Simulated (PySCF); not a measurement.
## BePb⁺: from constants to spectrum

ROHF-CCSD(T) constants of BePb⁺, ²Π (doublet), unpaired electrons π ↑ (PySCF, scalar-relativistic core potentials, basis sets Be def2-SVPD, Pb def2-SVPD with ECP60; masses 9.0122 and 207.9766 u):

- ωe: 266.1 cm⁻¹
- ωexe: 2.6 cm⁻¹
- Be: 0.25384 cm⁻¹
- αe: 0.00347 cm⁻¹

(1) What force constant and bond length do these constants imply?

(2) Estimate the centrifugal constant D from the Kratzer relation and find the Dunham coefficient a1.

Correlated steps freeze 4 core orbitals. Spin–orbit coupling is left out, which matters for elements this heavy, above all for dissociation energies. The state is the lowest determinant that a PBE0 search found; another state may lie lower at other levels.

Results:

(1) Reduced mass μred = 8.6379 u; k = 5.8918×10⁻⁷·μred·ωe² (u, cm⁻¹, mdyn/Å) = 0.360 mdyn/Å; Re = √(16.8576/(μred·Be)) (u, cm⁻¹, Å) = 2.773 Å.

(2) D = 4Be³/ωe² = 9.24e-07 cm⁻¹; a1 = −1 − αeωe/(6Be²) = -3.39.
